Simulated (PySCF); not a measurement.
From computed data to an observable: chemical shift, span and skew from a shielding tensor

C₃H₉NSi, SMILES N[SiH2]C1CC1. Atoms are numbered in the order given.

```xyz
14

N      2.2975     0.3104     0.1664
Si     0.8429    -0.2652    -0.5893
C     -0.7665     0.5146    -0.0320
C     -1.4843    -0.0088     1.2001
C     -2.0642    -0.2643    -0.1580
H      2.7402     1.1540    -0.1845
H      2.4097     0.2431     1.1738
H      0.6973    -1.7256    -0.2998
H      1.0296    -0.0392    -2.0532
H     -0.8572     1.5956    -0.1961
H     -1.0442    -0.8550     1.7391
H     -1.9832     0.7169     1.8490
H     -2.9635     0.2851    -0.4508
H     -2.0211    -1.2847    -0.5535
```

Coordinates come from a B3LYP-D3(BJ)/def2-SVP optimisation. One conformer was computed; it need not be the lowest.

GIAO shieldings from PBE/pcSseg-1 run with PySCF, non-relativistic, no solvent. The symmetric part of the tensor of C4 has the principal values 146.1, 168.9, 209.1 ppm. The same nucleus in TMS has σ = 182.0 ppm at this level (PySCF, at its B3LYP-D3(BJ)/def2-TZVP geometry).

Work out the isotropic shielding, the ¹³C shift against TMS, the span and the skew.


σ(iso) = (σ11 + σ22 + σ33)/3 = 174.7 ppm. δ = σ(ref) − σ(iso) = 182.0 − (174.7) = 7.3 ppm.
Span Ω = σ33 − σ11 = 63.0 ppm. Skew κ = 3(σ(iso) − σ22)/Ω = 0.28. Tumbling in solution averages the tensor to δ; in a static solid the shielding alone would spread this spin-1/2 line over Ω.
